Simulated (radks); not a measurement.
Problem. These are the eigenvalues of the occupied orbitals of an atom or ion with whole-number occupations (hartree). All-electron calculation, scalar-relativistic Kohn-Sham, LDA (Slater exchange, Perdew-Wang correlation), spin-polarised, spherical densities, point nucleus. Program: a radial shooting solver on a logarithmic mesh with Libxc functionals.

| orbital | eigenvalue |
|---|---|
| 1s up | -2637.819 |
| 1s down | -2637.803 |
| 2s up | -462.5094 |
| 2s down | -462.5001 |
| 2p up | -404.5586 |
| 2p down | -404.5458 |
| 3s up | -111.7290 |
| 3s down | -111.7192 |
| 3p up | -94.64344 |
| 3p down | -94.63247 |
| 3d up | -75.25539 |
| 3d down | -75.24466 |
| 4s up | -28.08521 |
| 4s down | -28.06685 |
| 4p up | -22.47666 |
| 4p down | -22.45599 |
| 4d up | -15.43854 |
| 4d down | -15.41251 |
| 5s up | -8.91899 |
| 5s down | -8.78446 |
| 4f up | -7.58775 |
| 4f down | -7.54676 |
| 5p up | -7.33636 |

Which element is it, and in what charge state? The configuration may be excited. Open shells, if any, are filled with parallel spins first.

Solution. Z = 75, rhenium, charge +10: Re10+ in [Kr] 4d10 4f14 5s2 5p3. The list shows which subshells hold electrons but not how many an open one holds; the 1s level, -2637.8 hartree, gives Z - s = 72.6 by -(Z - s)^2/2, which with screening and relativity narrows Z to a few neighbours, and the depths of the outer levels then fix element, charge and occupations together.
